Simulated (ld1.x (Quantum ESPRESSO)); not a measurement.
# Pseudopotential generation for nitrogen (N): RRKJ, LDA (PZ), scalar-relativistic.

* Element: N
* Generator: ld1.x (Quantum ESPRESSO) 7.5
* Type: norm-conserving RRKJ (Kleinman–Bylander form)
* Functional: LDA (PZ)
* Relativity: scalar-relativistic
* Frozen core: [He]
* Valence charge: 5
* Reference configuration: 2s1.75 2p3.25
* Partial waves: 2s (bound): rc 1.00 bohr; 2p (bound): rc 1.80 bohr
* Local potential: all-electron potential smoothed inside 0.95 bohr (lloc = -1)
* Core correction: none
* rho0: 0.02

Estimate the cutoffs (Ry, on a coarse ladder) from which the occupation-weighted sum of valence levels, in a spherical-Bessel basis at the reference potential, stays within 10 and 1 mRy of its value at 400 Ry.

70 Ry and 90 Ry.

Does the potential have ghost states?

No extra level below or beside the all-electron valence levels (s, p, d, f tested).

Which valence shell sets the plane-wave cutoff?

2s: its level needs 90 Ry to come within 1 mRy, against 40 Ry for 2p.

Tests: 2s2 2p3; 2s2 2p2; 2s2 2p1; 2s1 2p4; 2s0 2p5; 2s2 2p3.3; 2s2 2p0. Which has the largest error in its energy relative to the reference configuration, and how large is it?

2s2 2p0, with +1519 meV (all-electron minus pseudo) on +87.07 eV.
